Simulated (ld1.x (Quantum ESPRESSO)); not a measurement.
chlorine RRKJ: all-electron and pseudo phase curves

```
Element                 : Cl (Z = 17)
Generator               : ld1.x (Quantum ESPRESSO) 7.5
Type                    : norm-conserving RRKJ (Kleinman–Bylander form)
Functional              : PW91
Relativity              : scalar-relativistic
Frozen core             : [Ne]
Valence charge          : 7
Reference configuration : 3s2 3p5
Partial waves           : 3p (bound): rc 1.30 bohr; 3s (bound): rc 1.25 bohr
Local potential         : the s channel
Core correction         : Bessel-smoothed model core inside 0.80 bohr
rho0                    : 0.01
```

The phase is arctan(r·u′/u) with u = r·R(r), unwrapped; energies in Ry, scanned from -4 to 5 Ry. A pole is an energy at which the radial function vanishes at the test radius. The pseudo phase is shifted by a multiple of π to meet the all-electron one at the reference energy, and phase errors are pseudo minus all-electron; the curves can meet again beyond the range given. Levels narrower than the energy grid can be missing from the lists of poles.

Question: For each channel, where are the poles, and over which energies does the pseudopotential scatter like the atom?

Answer:

| channel | radius (bohr) | reference energy (Ry) | poles, all-electron | poles, pseudo | unbroken range about the reference energy with phases within 0.05 rad | phase error 1 Ry above the reference energy (rad) |
| --- | --- | --- | --- | --- | --- | --- |
| s | 1.40 | -1.52 | 4.97 | 4.49 | the whole range | -0.003 |
| p | 1.40 | -0.64 | none | none | the whole range | -0.003 |

Phases in the s channel:

```
E (Ry)  all-electron  pseudo
 -4.00         0.907   0.902
 -3.76         0.856   0.851
 -3.52         0.796   0.791
 -3.28         0.725   0.721
 -3.04         0.640   0.636
 -2.80         0.538   0.535
 -2.56         0.417   0.414
 -2.32         0.275   0.272
 -2.08         0.112   0.110
 -1.84        -0.067  -0.067
 -1.60        -0.250  -0.250
 -1.36        -0.426  -0.427
 -1.12        -0.588  -0.588
 -0.88        -0.728  -0.729
 -0.64        -0.847  -0.850
 -0.40        -0.947  -0.950
 -0.16        -1.031  -1.035
  0.08        -1.101  -1.106
  0.32        -1.160  -1.166
  0.56        -1.210  -1.217
  0.80        -1.254  -1.261
  1.04        -1.291  -1.299
  1.28        -1.324  -1.332
  1.52        -1.353  -1.362
  1.76        -1.378  -1.388
  2.00        -1.401  -1.411
  2.24        -1.422  -1.433
  2.48        -1.441  -1.452
  2.72        -1.458  -1.470
  2.96        -1.474  -1.487
  3.20        -1.488  -1.502
  3.44        -1.502  -1.516
  3.68        -1.514  -1.530
  3.92        -1.526  -1.543
  4.16        -1.537  -1.555
  4.40        -1.548  -1.567
  4.64        -1.558  -1.578
  4.88        -1.567  -1.589
```
